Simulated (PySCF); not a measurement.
Al(H)(F)2(NH3), H4AlF2N, singlet, B3LYP/def2-SVP optimised geometry.

```
8

Al    -0.22    -0.99     0.00
H     -0.96    -1.50    -1.30
F      1.46    -0.99     0.00
F     -0.93    -1.30     1.49
N     -0.48     1.04     0.00
H     -1.46     1.31    -0.06
H      0.02     1.50    -0.77
H     -0.11     1.42     0.87
```

Density from B3LYP/def2-TZVP run with PySCF at that geometry.

Minimum of the electron density along straight lines between bonded atoms, close to the bond critical point (lines longer than 1.1 times the sum of covalent radii, or with two minima, are not listed):

```csv
bond,length / Å,ρ at the minimum / e bohr⁻³,∇²ρ there / e bohr⁻⁵,position (fraction from the first atom)
Al1–H2,1.581,0.084,0.21,0.50
Al1–F3,1.681,0.104,0.81,0.43
Al1–F4,1.681,0.104,0.81,0.43
Al1–N5,2.047,0.054,0.24,0.40
N5–H6,1.024,0.330,-1.61,0.74
N5–H7,1.024,0.330,-1.62,0.74
N5–H8,1.025,0.329,-1.61,0.74
```
